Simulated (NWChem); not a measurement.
C₃H₂F₃, doublet; SMILES C=C(F)[C](F)F

```xyz
8

C     -1.2564    -1.4293     0.0000
C     -0.0774    -0.7227     0.0000
F      1.0890    -1.3723     0.0000
C      0.0366     0.6594     0.0000
F     -1.0057     1.4501     0.0000
F      1.1743     1.2974     0.0000
H     -2.2127    -0.9088     0.0000
H     -1.2277    -2.5185     0.0000
```
Atoms are numbered in this order, from 1.

Level: PBE0/def2-SVP, spin-unrestricted (NWChem), optimised geometry, unscaled harmonic frequencies. In the optimisation the excess spin sits in a" (Cs, its own frame).

List the harmonic frequencies with IR intensities, and the thermochemistry.


```tsv
frequency (cm⁻¹)	IR intensity (km/mol)
140	0.5
217	2.2
243	0.3
376	0.7
484	1.8
516	2.4
568	4.1
588	0.1
701	61.0
800	22.1
941	16.7
1206	132.1
1362	59.1
1422	237.6
1514	16.8
1617	191.5
3210	2.7
3332	1.3
```

```
Property                                                                                             Result
-----------------------------------------------------------------------------------------  ----------------
zero-point energy                                                                             27.5 kcal/mol
thermal correction to the enthalpy at 298.15 K (with zero-point energy)                       31.8 kcal/mol
heat capacity Cv                                                                           20.1 cal/(mol K)
entropy at 298.15 K and 1 atm (symmetry number 1, electronic part: spin degeneracy alone)  78.1 cal/(mol K)
dipole moment                                                                                        1.15 D
```

Rigid rotor and harmonic oscillator.
